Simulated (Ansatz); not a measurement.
These are Ansatz (an electronic-structure program) with frozen-core CCSD(T)/cc-pVQZ // B3LYP-D3(BJ)/def2-TZVP values and carry that method's errors. The geometry is that of the parent before the electron was removed.

Ansatz 0.2 input:
```yaml
crystal:
  periodic: [false, false, false]
  atoms:
    - { symbol: N, position_ang: [1.601965, -0.099051, -0.252977] }
    - { symbol: C, position_ang: [0.477176, 0.100931, -0.094517] }
    - { symbol: O, position_ang: [-0.772076, 0.399707, 0.079285] }
    - { symbol: H, position_ang: [-1.308265, -0.401006, 0.18064] }
basis:
  gaussian: { orbitals: cc-pVQZ }
correlation:
  method: ccsd_t
total_charge: 1
magnetization:
  spin_polarized: true
  initial_magnetization: 1
```

Output:

```
Functional definition: HF
1183 factors; integrals over basis functions are off by at most 9.4e-4 eV
mean field evaluation 1: about -4552.4307 eV, gradient 2.8e1 eV
mean field evaluation 2: about -4552.4325 eV, gradient 2.8e1 eV
mean field evaluation 4: about -4555.1929 eV, gradient 3.2e0 eV
mean field evaluation 8: about -4555.2802 eV, gradient 3.4e-1 eV
mean field evaluation 16: about -4552.4300 eV, gradient 2.8e1 eV
mean field evaluation 32: about -4555.2471 eV, gradient 2.5e0 eV
mean field evaluation 64: about -4555.2843 eV, gradient 2.8e-1 eV
mean field evaluation 96: about -4554.7480 eV, gradient 1.7e0 eV
mean field evaluation 128: about -4554.8108 eV, gradient 1.8e-2 eV
mean field evaluation 160: about -4554.0078 eV, gradient 6.2e-2 eV
mean field -4555.28758068 eV, -167.4037309053 hartree, gradient 2.8e-6 eV, S^2 0.780799; 10 other end points of the search recorded, 0 dependent functions left out
determinant -4555.28758068 eV, -167.4037309053 hartree, with singles and doubles -4570.93929208 eV, -167.9789206899 hartree
determinant -4554.81084567 eV, -167.3862112167 hartree, with singles and doubles -4570.26378690 eV, -167.9540963324 hartree
determinant -4554.00926895 eV, -167.3567538157 hartree, with singles and doubles -4569.48039872 eV, -167.9253073478 hartree
3 core orbitals not correlated
reference -4555.28758068 eV, -167.4037309053 hartree; 8, 7 occupied and 184, 185 virtual orbitals, 1183 factors
second order -15.08151528 eV of doubles, -0.00000000 eV of singles
cycle   1  -15.35671464 eV  change    -1.7e0 eV  update   2.2e-2
cycle   2  -15.41678448 eV  change   -6.0e-2 eV  update   6.1e-3
cycle   3  -15.41091235 eV  change    5.9e-3 eV  update   3.2e-3
cycle   4  -15.41473786 eV  change   -3.8e-3 eV  update   2.0e-3
cycle   5  -15.41691603 eV  change   -2.2e-3 eV  update   1.3e-3
cycle   6  -15.41831827 eV  change   -1.4e-3 eV  update   5.1e-4
cycle   7  -15.41863904 eV  change   -3.2e-4 eV  update   2.2e-4
cycle   8  -15.41876737 eV  change   -1.3e-4 eV  update   7.3e-5
cycle   9  -15.41875653 eV  change    1.1e-5 eV  update   3.2e-5
cycle  10  -15.41872535 eV  change    3.1e-5 eV  update   1.3e-5
cycle  11  -15.41873306 eV  change   -7.7e-6 eV  update   5.8e-6
perturbative correction -0.74268216 eV, -0.0272930660 hartree
Total energy: -4571.44899590 eV, -167.9976519600 hartree
```

Cost: roughly 15 core-minutes.
